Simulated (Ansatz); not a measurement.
Input file for Ansatz (a program for electronic structure): U-BHLYP/def2-TZVPP on C6H4 (SMILES [c]1cc[c]cc1), 2S+1 = 3, a spin state set in the input, which need not be the lowest, at the other state's geometry.

Ansatz 0.2 input:
```yaml
crystal:
  periodic: [false, false, false]
  atoms:
    - {symbol: C, position_ang: [-0.05294318, 1.33068745, -0.04311261]}
    - {symbol: C, position_ang: [1.18614664, 0.75590661, -0.03661617]}
    - {symbol: C, position_ang: [1.24248700, -0.66016638, 0.00926282]}
    - {symbol: C, position_ang: [0.05294318, -1.33068745, 0.04311261]}
    - {symbol: C, position_ang: [-1.18614664, -0.75590661, 0.03661617]}
    - {symbol: C, position_ang: [-1.24248700, 0.66016638, -0.00926282]}
    - {symbol: H, position_ang: [2.10597572, 1.32590280, -0.06448014]}
    - {symbol: H, position_ang: [2.20472031, -1.15596898, 0.01592940]}
    - {symbol: H, position_ang: [-2.10597572, -1.32590280, 0.06448014]}
    - {symbol: H, position_ang: [-2.20472031, 1.15596898, -0.01592940]}
basis:
  gaussian:
    orbitals: def2-TZVPP
hamiltonian:
  xc: {name: BHLYP}
magnetization: {spin_polarized: true, initial_magnetization: 2}
```

Program output:

```
WARN ansatz: RAYON_NUM_THREADS=6 ignored (pool sized by the plan → 6); use --threads N
Functional definition: BHLYP
integrals: 0.16 GiB planned
1562 factors; their error is unknown
mean field: 2.07 GiB planned
mean field evaluation 1: about -6275.4017 eV, gradient 3.2e1 eV
mean field evaluation 2: about -6277.5221 eV, gradient 2.6e1 eV
mean field evaluation 4: about -6280.7265 eV, gradient 9.5e-1 eV
mean field evaluation 8: about -6280.7324 eV, gradient 2.9e-2 eV
mean field evaluation 16: about -6280.7797 eV, gradient 1.4e-4 eV
mean field -6280.77974853 eV, -230.8143984931 hartree, gradient 1.7e-5 eV, S^2 2.008732; 0 other end points of the search recorded, 0 dependent functions left out
reference -6280.77992545 eV, -230.8144049949 hartree; 21, 19 occupied and 221, 223 virtual orbitals, 1562 factors
Total energy: -6280.77992545 eV, -230.8144049949 hartree
```

The run converged.

Cost: very roughly 18 core-seconds.
